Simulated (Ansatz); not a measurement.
Ansatz (a program for electronic structure) input (CCSD(T,full)/cc-pwCVTZ):
A basis named .json is the Basis Set Exchange file of that set.

Ansatz 0.2 input:
```yaml
crystal:
  periodic: [false, false, false]
  atoms:
    - {symbol: C, position_ang: [1.76495312, -0.52704379, -0.61874278]}
    - {symbol: O, position_ang: [0.47741346, -0.82792767, -0.31279257]}
    - {symbol: B, position_ang: [-0.43253090, 0.09357242, 0.13690422]}
    - {symbol: O, position_ang: [-0.02789495, 1.39295504, 0.31667125]}
    - {symbol: O, position_ang: [-1.69004958, -0.39492318, 0.36924791]}
    - {symbol: H, position_ang: [2.38187271, -1.37128533, -0.87708913]}
    - {symbol: H, position_ang: [2.14537886, 0.45868757, -0.40013827]}
    - {symbol: H, position_ang: [-0.69508657, 2.00523403, 0.63405659]}
    - {symbol: H, position_ang: [-2.33498076, 0.24093079, 0.68609380]}
basis:
  gaussian:
    orbitals: cc-pwCVTZ.json
magnetization: {spin_polarized: true, initial_magnetization: 1}
correlation: {method: ccsd_t, frozen_orbitals: {B: 0, C: 0, H: 0, O: 0}}
```

End of the output:

```
integrals: 3.28 GiB planned
1616 factors; integrals over basis functions are off by at most 1.1e-3 eV
1.34 GiB of device memory are held for the factors and their scratch space
mean field: 1.31 GiB planned
mean field evaluation 1: about -7878.8065 eV, gradient 3.4e1 eV
mean field evaluation 2: about -7878.8103 eV, gradient 3.4e1 eV
mean field evaluation 4: about -7883.0001 eV, gradient 2.8e0 eV
mean field evaluation 8: about -7883.0672 eV, gradient 2.1e-1 eV
mean field evaluation 16: about -7883.0532 eV, gradient 7.6e-1 eV
mean field -7883.06804763 eV, -289.6974074150 hartree, gradient 2.9e-6 eV, S^2 0.762693; 0 other end points of the search recorded, 0 dependent functions left out
reference -7883.06804763 eV, -289.6974074150 hartree; 20, 19 occupied and 251, 252 virtual orbitals, 1616 factors
second order -32.97796594 eV of doubles, -0.00000000 eV of singles
coupled cluster: 32.89 GiB planned
cycle   1  -32.97364892 eV  change    4.3e-3 eV  update   1.0e-1
cycle   2  -33.59355157 eV  change   -6.2e-1 eV  update   2.9e-2
cycle   3  -33.73163569 eV  change   -1.4e-1 eV  update   1.7e-2
cycle   4  -33.71169512 eV  change    2.0e-2 eV  update   5.5e-3
cycle   5  -33.71112508 eV  change    5.7e-4 eV  update   2.9e-3
cycle   6  -33.71290772 eV  change   -1.8e-3 eV  update   9.5e-4
cycle   7  -33.71275284 eV  change    1.5e-4 eV  update   4.0e-4
cycle   8  -33.71271982 eV  change    3.3e-5 eV  update   1.3e-4
cycle   9  -33.71274170 eV  change   -2.2e-5 eV  update   4.8e-5
perturbative correction -1.06081350 eV, -0.0389841771 hartree
Total energy: -7917.84160283 eV, -290.9753119983 hartree
```

It need not be the lowest isomer of its formula.
